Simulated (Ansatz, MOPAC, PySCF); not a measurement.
Species: MgBr (charge 0, doublet). SMILES: [Mg][Br]
Geometry from a B3LYP-D3(BJ)/def2-TZVP (Ansatz, a quantum-chemistry and plane-wave program) optimisation:
```xyz
2

Mg     0.0000     0.0000    -1.7741
Br     0.0000     0.0000     0.6083
```
Charge 0, spin multiplicity 2.

Property: size of the dipole moment, in D. Terms: six Cartesian d functions in 6-31G* and its kin unless marked 5d; LANL2DZ with its own core potentials from Na on; non-relativistic; no spin-orbit coupling; open shells spin-unrestricted. First-principles rows: single points at B3LYP-D3(BJ) geometries (Ansatz). Semi-empirical rows: dipoles at the shared geometry.

| level | program | size of the dipole moment (D) |
|---|---|---|
| AM1 | MOPAC | 4.30 |
| SVWN5/6-31G* | Ansatz | 3.33 |
| PBE/6-31G* | Ansatz | 3.21 |
| PBE/def2-SVP | Ansatz | 2.95 |
| BP86/6-31G* with LANL2DZ past Ar (5d) | PySCF | 3.36 |
| B3LYP/6-31G* with LANL2DZ past Ar | Ansatz | 3.54 |
| M06-2X/6-31G* with LANL2DZ past Ar (5d) | PySCF | 3.64 |

No value to compare with is used here. The 7 habitual levels span 2.95 (PBE/def2-SVP) to 4.30 D (AM1).

The levels are drawn from those run, B3LYP/6-31G* more often than the rest, none by its result; runs whose electronic state is in doubt are left out.
